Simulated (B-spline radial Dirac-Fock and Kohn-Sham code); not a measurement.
Satellites and hypersatellites of the K lines of Sn³¹⁺

System: Sn³¹⁺, [Ar] 3d1.

Level of theory: Dirac-Fock (average of configuration) total-energy differences with a finite nucleus, the Breit interaction including its frequency dependence, and self-energy and vacuum-polarisation corrections; a radial finite-basis atomic code. Each two-hole energy is an average over J within one jj subconfiguration, not an observable level; in light atoms, where LS coupling holds, the j-resolved values are not observed lines, and for a K spectator the Kα1 hypersatellite is nearly forbidden. Correlation and solid-state effects are left out.

Lines without a spectator: Kα2 (K-L2) 25074.4 eV, Kα1 (K-L3) 25305.8 eV, Kβ3 (K-M2) 28730.2 eV, Kβ1 (K-M3) 28783.2 eV. Shifts in eV with one spectator hole (a dash: not computed, or left out as unreliable):

```
spectator hole     Kα2     Kα1     Kβ3     Kβ1
    L2 (2p1/2)   +68.1   +85.6       –  +186.6
    L3 (2p3/2)   +66.7   +67.2  +166.3       –
    M2 (3p1/2)       –  +14.54   +35.9   +41.2
    M3 (3p3/2)  +11.31       –   +36.4   +36.0
```

Problem. Where does the K-L3 hypersatellite lie, emitted when both K electrons are missing?

Solution. +598.4 eV from the normal line, at 25904.2 eV. Removing both K electrons costs 62426.7 eV, which is 866.1 eV more than twice the K binding energy.

With n spectator holes in 2p, averaged over the 2p shell (energies in eV):

| n | KαLⁿ | step | hypersatellite KαʰLⁿ |
| --- | --- | --- | --- |
| 0 | 25228.6 | – | 25820.7 |
| 1 | 25300.7 | +72.1 | 25894.4 |
| 2 | 25374.3 | +73.6 | 25969.6 |
| 3 | 25449.4 | +75.1 | 26046.2 |
| 4 | 25526.0 | +76.6 | 26124.4 |
| 5 | 25604.1 | +78.1 | 26204.2 |
